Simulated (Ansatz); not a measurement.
Conformers of C2H8BrNOSi (`CO[Si](C)(N)Br`), each relaxed with PBE0-D4/def2-TZVP in Ansatz. CBS adds the triple-zeta coupled-cluster correction to the MP2 limit.

Outer-core shells of Br are correlated without core-valence functions. Scalar relativity is left out up to krypton. Spin–orbit coupling is left out.

Not all of them had a frequency check.

Conformer A:

Cartesian coordinates in Å:
```
C -0.997 -1.790 -0.356
O -1.128 -0.435 -0.729
Si -0.196 0.760 -0.123
C 1.596 0.630 -0.574
N -0.339 0.778 1.577
Br -1.038 2.581 -1.107
H -0.886 -1.902 0.727
H -0.133 -2.251 -0.847
H -1.897 -2.318 -0.675
H 2.160 1.484 -0.193
H 2.032 -0.284 -0.162
H 1.710 0.612 -1.660
H -1.249 0.889 1.997
H 0.365 1.246 2.125
```

Conformer B:

```xyz
14

C    -0.303    1.959    1.031
O    -0.764    0.704    0.580
Si    0.062   -0.273   -0.432
C    -1.019   -1.750   -0.678
N     1.642   -0.584    0.114
Br    0.384    0.776   -2.386
H    -0.934    2.273    1.863
H    -0.372    2.705    0.233
H     0.736    1.903    1.371
H    -2.011   -1.448   -1.016
H    -1.131   -2.293    0.265
H    -0.584   -2.424   -1.417
H     2.450   -0.408   -0.456
H     1.844   -1.141    0.927
```

**Question.** Which is lowest in electronic energy at CCSD(T)/CBS (frozen core, def2 sets), and by how much? (Best estimate.)

**Answer.** Ansatz gave: B; A lies 7.0 kJ/mol higher.

**Question.** Give the energies relative to B (kJ/mol) with r2SCAN-D4/def2-TZVPP, B3LYP-D4/def2-TZVPP, ωB97M-V/def2-TZVPP, r2SCAN/def2-TZVPP, PBE0/def2-TZVPP, SCS-MP2/def2-TZVPP, CCSD/def2-TZVPP. (Best estimate.)

**Answer.** Ansatz gave: 
```json
{"level": "r2SCAN-D4/def2-TZVPP", "A": "6.4"}
{"level": "B3LYP-D4/def2-TZVPP", "A": "7.0"}
{"level": "ωB97M-V/def2-TZVPP", "A": "7.6"}
{"level": "r2SCAN/def2-TZVPP", "A": "6.4"}
{"level": "PBE0/def2-TZVPP", "A": "6.5"}
{"level": "SCS-MP2/def2-TZVPP", "A": "6.9"}
{"level": "CCSD/def2-TZVPP", "A": "6.6"}
```

B3LYP here is the variant with VWN-RPA as its local correlation; programs differ in this.
